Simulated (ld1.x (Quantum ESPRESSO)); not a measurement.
# Before and after: TM potential for Te (Z = 52)

ld1.x (Quantum ESPRESSO) 7.5 input, shortened:

```
&input
   title='Te', zed=52., rel=1, dft='PBE', iswitch=3,
   config='[Kr] 4d10 5s2 5p2'
 /
 &inputp
   pseudotype=2, tm=.true., lloc=-1, rcloc=1.10,
   nlcc=.false.
 /
3
5S  1  0   2.00   0.00  1.40  1.40  0.0
5P  2  1   2.00   0.00  1.75  1.75  0.0
4D  3  2  10.00   0.00  1.00  1.00  0.0
 &test
   configts(1)='4d10 5s2 5p2'
 /
```

Change: wave 4d (bound): rc 1.00 bohr becomes 4d (bound): rc 1.50 bohr.

Cutoffs: the cutoffs (Ry, on a coarse ladder) from which the occupation-weighted sum of valence levels, in a spherical-Bessel basis at the reference potential, stays within 10 and 1 mRy of its value at 400 Ry; they do not see the model core or the augmentation charge, which bear on the density cutoff. Errors are all-electron minus pseudo energies relative to the spin-unpolarised reference configuration.

Problem. Predict the effect on cutoff, ghosts and configuration errors.

Solution. The potential gets softer (120 Ry and 200 Ry → 100 Ry and 180 Ry); both files keep a bound ghost (p, s); the errors of the 7 common tests hardly move. A larger radius leaves more room for a smooth pseudo-wave, so fewer plane waves are needed.

```tsv
quantity	base	changed
cutoff, loose	120 Ry	100 Ry
cutoff, tight	200 Ry	180 Ry
loose cutoff by channel (10 mRy a level)	s 40 Ry, p 30 Ry, d 100 Ry	s 40 Ry, p 30 Ry, d 80 Ry
bound ghosts	s, p	s, p
error for 4d10 5s2 5p4, meV [ΔE -27.65 eV]	+15	+15
error for 4d10 5s2 5p3, meV [ΔE -17.92 eV]	+7.6	+7.7
error for 4d10 5s2 5p1, meV [ΔE 26.90 eV]	-0.3	-0.2
error for 4d10 5s2 5p0, meV [ΔE 63.38 eV]	+24	+25
error for 4d9 5s2 5p5, meV [ΔE 10.60 eV]	-370	-346
error for 4d10 5s1 5p5, meV [ΔE -18.40 eV]	+3.6	+3.3
error for 4d9 5s2 5p4, meV [ΔE 21.60 eV]	-327	-304
s: phases at 1.90 bohr within 0.05 rad from the reference energy up to (Ry; the scan ends near 5)	1.2	1.2
p: phases at 1.90 bohr within 0.05 rad from the reference energy up to (Ry; the scan ends near 5)	4.5	4.5
d: phases at 1.90 bohr within 0.05 rad from the reference energy up to (Ry; the scan ends near 5)	to the end of the scan	to the end of the scan
```

 A true bound ghost makes a file unfit for plane-wave use even where its test errors are small: the radial tests pick states by their node count and pass the ghost by.
